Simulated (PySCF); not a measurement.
PBE0 on Pd- (palladium, charge -1), [Kr] 4d10 5s1, 2S determinant. Computed with PySCF 2.14 in def2-TZVPPD with the def2 core potential (28 electrons) (6s4p3d2f1g, 56 functions), with a scalar-relativistic core potential.

```
cycle= 1 E= -127.861650389579  delta_E= -0.00552  |g|= 0.123  |ddm|= 0.478
cycle= 2 E= -127.851172066913  delta_E= 0.0105  |g|= 0.223  |ddm|= 0.349
cycle= 3 E= -127.866581960498  delta_E= -0.0154  |g|= 0.00287  |ddm|= 0.145
cycle= 4 E= -127.86659006753  delta_E= -8.11e-06  |g|= 0.00216  |ddm|= 0.019
cycle= 5 E= -127.866591897576  delta_E= -1.83e-06  |g|= 0.000177  |ddm|= 0.00614
cycle= 6 E= -127.866591918152  delta_E= -2.06e-08  |g|= 2.1e-05  |ddm|= 0.000245
cycle= 7 E= -127.866591918395  delta_E= -2.43e-10  |g|= 3.64e-07  |ddm|= 3.34e-05
converged SCF energy = -127.866591918395  <S^2> = 0.75198132  2S+1 = 2.0019803
```

Highest occupied orbital energy: 1.555 eV; ⟨L²⟩ = 0.00; populations by l: s 3.00, p 6.00, d 10.00, f 0.00.

Can this result be used?

With care. Self-consistency was reached. Energies and moments cover only the electrons outside the core potential. At PBE0 the highest occupied level has a positive energy, so only the finite basis holds that electron; in a semilocal or global hybrid functional this comes from self-interaction and does not mean that the real anion is unbound.
